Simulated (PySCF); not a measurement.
C₅H₆Si, SMILES C#C[SiH](C)C#C. Atoms are numbered in the order given.

```xyz
12

Si     0.4719     0.3855     0.0000
C     -0.4513     2.0182     0.0000
C      0.0304    -0.5891    -1.4960
C     -0.2685    -1.2135    -2.4972
C      0.0304    -0.5891     1.4960
C     -0.2685    -1.2135     2.4972
H      1.9439     0.6063     0.0000
H     -0.1920     2.6061    -0.8945
H     -1.5382     1.8441     0.0000
H     -0.1920     2.6061     0.8945
H     -0.5315    -1.7689    -3.3791
H     -0.5315    -1.7689     3.3791
```
Charge 0, spin multiplicity 1.

Geometry: B3LYP-D3(BJ)/def2-SVP.

Calculation: B3LYP/def2-TZVP in PySCF.

Symmetry labels are those of the subgroup Cs that the program uses (full group Cs).

Task: List the valence orbital energies around the gap with their symmetry. (The exact figures need the calculation; the answer reports its results.)

Result: 
| orbital | symmetry | energy (eV) |
|---|---|---|
| HOMO−7 | A' | -11.51 |
| HOMO−6 | A" | -10.85 |
| HOMO−5 | A' | -10.20 |
| HOMO−4 | A' | -9.60 |
| HOMO−3 | A' | -8.18 |
| HOMO−2 | A" | -8.04 |
| HOMO−1 | A" | -7.86 |
| HOMO | A' | -7.81 |
| LUMO | A' | -0.63 |
| LUMO+1 | A' | -0.49 |
| LUMO+2 | A" | 0.13 |
| LUMO+3 | A" | 0.41 |
